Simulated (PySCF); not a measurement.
## Electronic structure of Pd⁺ (palladium, charge +1) at the UHF level

Configuration: [Kr] 4d9, 2D determinant. All numbers are calculated (PySCF 2.14, a scalar-relativistic core potential, in def2-SVP with the def2 core potential (28 electrons) (5s3p2d1f, 31 functions)).

| Property | Result |
| --- | --- |
| Total energy | -126.769919 hartree |
| One-electron energy | -220.8265 hartree |
| Hartree (Coulomb) energy | 105.9127 hartree |
| Exchange energy | -11.8562 hartree |
| ⟨S²⟩ | 0.7554 |
| ⟨L²⟩ | 6.034 |
| Sum of ⟨r⟩ | 21.37 bohr |
| Sum of ⟨r²⟩ | 32.39 bohr² |
| Traceless quadrupole moment −½Σ⟨3z² − r²⟩ along its main axis | -0.690 e·bohr² |
| Time after the integrals | 0.11 s of wall time on 1 thread of Intel(R) Xeon(R) Platinum 8559C (shared host) |

| shell | electrons | mean orbital energy (eV) | spread (eV) | rms radius, mean of both spins (bohr) |
| --- | --- | --- | --- | --- |
| 4s α | 1 | -118.86 | 0 | 1.02 |
| 4s β | 1 | -116.87 | 0 | 1.02 |
| 4p α | 3 | -79.310 | 1.720 | 1.13 |
| 4p β | 3 | -76.836 | 1.152 | 1.13 |
| 4d α | 5 | -21.158 | 2.015 | 1.59 |
| 4d β | 4 | -20.055 | 1.510 | 1.59 |

Energies and moments cover only the electrons outside the core potential.
